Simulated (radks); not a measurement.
P XI, 5 electrons, occupied as [He] 2s2 3s1 (not the ground configuration). Method: non-relativistic Kohn-Sham, PW91, spin-unpolarised, spherical densities, point nucleus; computed with a radial shooting solver on a logarithmic mesh with Libxc functionals.

Local quantities along the radius. ELF = 1/(1 + alpha^2) is the electron localisation function; alpha = (tau - tau_W)/tau_unif compares the Pauli kinetic energy density with that of the uniform gas; s = |grad rho|/(2 (3 pi^2)^(1/3) rho^(4/3)) is the reduced gradient; -r V(r) is the screened charge that the Kohn-Sham potential presents (atomic units); 4 pi r^2 rho is in e/bohr.

| r (bohr) | ELF | alpha | s | -r V(r) | 4 pi r^2 rho |
|---|---|---|---|---|---|
| 0.00463 | 1.000 | 5.992e-06 | 0.3870 | 14.92 | 0.5346 |
| 0.005793 | 1.000 | 9.770e-06 | 0.3916 | 14.89 | 0.8080 |
| 0.00719 | 1.000 | 0.00001581 | 0.3972 | 14.86 | 1.193 |
| 0.008995 | 1.000 | 0.00002637 | 0.4046 | 14.81 | 1.769 |
| 0.01125 | 1.000 | 0.00004471 | 0.4140 | 14.76 | 2.587 |
| 0.01397 | 1.000 | 0.00007581 | 0.4255 | 14.69 | 3.672 |
| 0.01747 | 1.000 | 0.0001344 | 0.4410 | 14.60 | 5.171 |
| 0.02169 | 1.000 | 0.0002405 | 0.4603 | 14.49 | 7.014 |
| 0.02713 | 1.000 | 0.0004572 | 0.4866 | 14.36 | 9.316 |
| 0.03367 | 1.000 | 0.0008907 | 0.5203 | 14.21 | 11.78 |
| 0.04212 | 1.000 | 0.001892 | 0.5675 | 14.03 | 14.28 |
| 0.05228 | 1.000 | 0.004222 | 0.6303 | 13.82 | 16.17 |
| 0.06541 | 1.000 | 0.01072 | 0.7225 | 13.59 | 16.98 |
| 0.08183 | 0.999 | 0.03102 | 0.8571 | 13.34 | 16.10 |
| 0.1016 | 0.990 | 0.1008 | 1.048 | 13.08 | 13.57 |
| 0.1271 | 0.857 | 0.4086 | 1.325 | 12.79 | 9.805 |
| 0.1577 | 0.254 | 1.712 | 1.568 | 12.51 | 6.316 |
| 0.1973 | 0.042 | 4.788 | 1.256 | 12.21 | 4.200 |
| 0.2448 | 0.084 | 3.303 | 0.4744 | 11.89 | 4.081 |
| 0.3063 | 0.653 | 0.7286 | 0.3749 | 11.78 | 5.059 |
| 0.3802 | 0.958 | 0.2089 | 0.6665 | 11.55 | 5.447 |
| 0.4756 | 0.857 | 0.4088 | 1.098 | 11.27 | 4.363 |
| 0.595 | 0.183 | 2.115 | 1.526 | 11.00 | 2.596 |
| 0.7385 | 0.033 | 5.440 | 1.215 | 10.77 | 1.590 |
| 0.9239 | 0.159 | 2.298 | 0.7440 | 10.71 | 1.412 |
| 1.147 | 0.829 | 0.4544 | 1.252 | 10.64 | 1.192 |
| 1.435 | 0.991 | 0.09555 | 2.479 | 10.43 | 0.6131 |
| 1.78 | 0.999 | 0.02639 | 5.081 | 10.46 | 0.1777 |
| 2.228 | 1.000 | 0.008390 | 13.21 | 10.29 | 0.02328 |
| 2.765 | 1.000 | 0.003482 | 42.49 | 10.01 | 0.001333 |

On this mesh the ELF has minima near r = 0.22, 0.74 bohr, which separate the shells, and maxima near 0.38 (0.96).
